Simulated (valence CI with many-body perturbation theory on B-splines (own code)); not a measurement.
**Nb XXXV: magnetic and hyperfine properties of the levels**

Computed by relativistic CI+MBPT: five valence electrons over a frozen Dirac-Fock core [He], a basis of 9 s, 9 p, 8 d, 6 f, 3 g, 1 h functions for each j, with the one-electron correlation potential Σ1 (screened to all orders), the two-electron term Σ2, the three-electron term Σ3, Breit, model QED; selected single and double excitations, second order for the rest (own B-spline code, finite nucleus).

No measured spectrum was set against this ion. As an estimate, large intervals hold to a few tenths of a per cent, small ones and those within an open d or f shell to about a per cent. Among the levels kept, up to 2100 cm⁻¹ of a level comes from second order outside the variational space, and about a tenth of that is noise between levels of different J, which matters for small intervals.

A/g_I is the dipole constant over the nuclear g factor μ/I (μ in nuclear magnetons, uniformly magnetised nucleus), B/Q the quadrupole constant per barn. Both hold the static response of the core; the bare values leave it out. Large factors of s and p1/2 electrons are usually good to 5 to 10 %; those of open d and f shells near neutrality can be off by tens of per cent, and small factors of p3/2, d and f electrons come from cancelling terms and can be off by a factor of two or in sign, in half-filled shells by more. B is blank for J = 1/2, where it vanishes, and for nearly pure S terms. Energies count from the lowest level.

Levels are named by their leading jj configuration (3d3/2^4 stands for four electrons in 3d with j = 3/2), which in mixed levels can hold well under half, so a name can repeat and another be missing. Letters in brackets count levels of one name in rising energy.

```tsv
Level	E (eV)	g	A/g_I (MHz)	A/g_I bare	B/Q (MHz/b)	B/Q bare
(2s^2 2p1/2^2 2p3/2) J=3/2	0.0	1.453	105000	111000	182000	182000
(2s^2 2p1/2 2p3/2^2) J=3/2	88.0	1.394	13800	19400	70300	70500
(2s^2 2p1/2 2p3/2^2) J=5/2	103.4	1.190	242000	244000	-1240	-1250
(2s^2 2p1/2 2p3/2^2) J=1/2	123.6	0.652	718000	712000		
(2s^2 2p3/2^3) J=3/2	211.8	1.259	130000	133000	-254000	-254000
(2s 2p1/2^2 2p3/2^2) J=5/2	237.6	1.524	540000	539000	123000	123000
(2s 2p1/2^2 2p3/2^2) J=1/2	281.8	2.295	1970000	1950000		
(2s 2p1/2^2 2p3/2^2) J=3/2	282.3	1.344	-143000	-130000	-129000	-130000
(2s 2p1/2 2p3/2^3) J=3/2 [a]	345.8	1.359	377000	375000	-181000	-182000
(2s 2p1/2 2p3/2^3) J=5/2	367.6	1.256	670000	663000	-352000	-353000
(2s 2p1/2 2p3/2^3) J=1/2	390.3	1.509	-276000	-260000		
(2s 2p1/2 2p3/2^3) J=3/2 [b]	402.1	1.135	58100	66100	34600	34600
(2s 2p3/2^4) J=1/2	496.1	1.501	2010000	1970000		
(2p1/2^2 2p3/2^3) J=3/2	568.4	1.324	114000	121000	-226000	-226000
(2p1/2 2p3/2^4) J=1/2	670.1	0.652	721000	711000		
(2s^2 2p1/2^2 3s) J=1/2	2515.7	2.064	615000	608000		
(2s^2 2p1/2^2 3p1/2) J=1/2	2561.1	0.666	200000	198000		
(2s^2 2p1/2^2 3p3/2) J=3/2	2596.1	1.340	34700	36300	53800	53900
(2s^2 2p1/2 2p3/2 3s) J=3/2 [a]	2605.5	1.681	169000	172000	149000	149000
(2s^2 2p1/2 2p3/2 3s) J=1/2	2610.8	1.271	-233000	-222000		
(2s^2 2p1/2 2p3/2 3s) J=5/2	2617.8	1.370	337000	337000	146000	146000
(2s^2 2p1/2 2p3/2 3s) J=3/2 [b]	2621.9	1.017	222000	226000	96900	97200
(2s^2 2p1/2^2 3d3/2) J=3/2	2643.7	0.774	21400	21100	6950	7100
(2s^2 2p1/2 2p3/2 3p1/2) J=1/2	2650.6	1.669	-98400	-88900		
(2s^2 2p1/2 2p3/2 3p1/2) J=3/2 [a]	2655.2	1.152	164000	167000	25100	25100
(2s^2 2p1/2^2 3d5/2) J=5/2	2658.0	1.200	8070	8190	-2960	-2780
(2s^2 2p1/2 2p3/2 3p1/2) J=5/2	2664.3	1.126	255000	256000	139000	140000
(2s^2 2p1/2 2p3/2 3p1/2) J=3/2 [b]	2680.1	1.417	167000	171000	163000	164000
(2s^2 2p1/2 2p3/2 3p3/2) J=5/2 [a]	2680.8	1.428	5130	9000	240000	241000
(2s^2 2p1/2 2p3/2 3p3/2) J=1/2 [a]	2684.1	1.757	-168000	-162000		
(2s^2 2p1/2 2p3/2 3p3/2) J=3/2 [a]	2688.8	1.221	209000	209000	-125000	-125000
(2s^2 2p1/2 2p3/2 3p3/2) J=7/2	2693.8	1.267	167000	169000	204000	205000
(2s^2 2p1/2 2p3/2 3p3/2) J=3/2 [b]	2698.7	1.348	67900	71800	52900	53100
(2s^2 2p1/2 2p3/2 3p3/2) J=5/2 [b]	2705.9	1.187	216000	217000	21400	21500
(2s^2 2p1/2 2p3/2 3p3/2) J=1/2 [b]	2715.4	0.699	710000	706000		
(2s^2 2p3/2^2 3s) J=5/2	2717.5	1.411	229000	231000	84900	85100
(2s^2 2p3/2^2 3s) J=3/2	2722.4	1.138	31300	37500	32000	32100
(2s 2p1/2^2 2p3/2 3s) J=5/2	2729.6	1.784	594000	593000	126000	127000
(2s^2 2p1/2 2p3/2 3d3/2) J=3/2 [a]	2734.4	0.941	47300	48600	-112000	-113000
(2s^2 2p1/2 2p3/2 3d3/2) J=5/2 [a]	2736.0	0.985	115000	117000	-38300	-38300
```

Q: Take the isotope of mass number 93, with I = 9/2, μ = 6.163 μN and Q = -0.32 b. What is the hyperfine structure of (2s^2 2p1/2 2p3/2^2) J=1/2?

A: From the table A = 984000 MHz. Shifts from the centre of gravity in MHz: F = 4: -2710000, F = 5: 2210000.
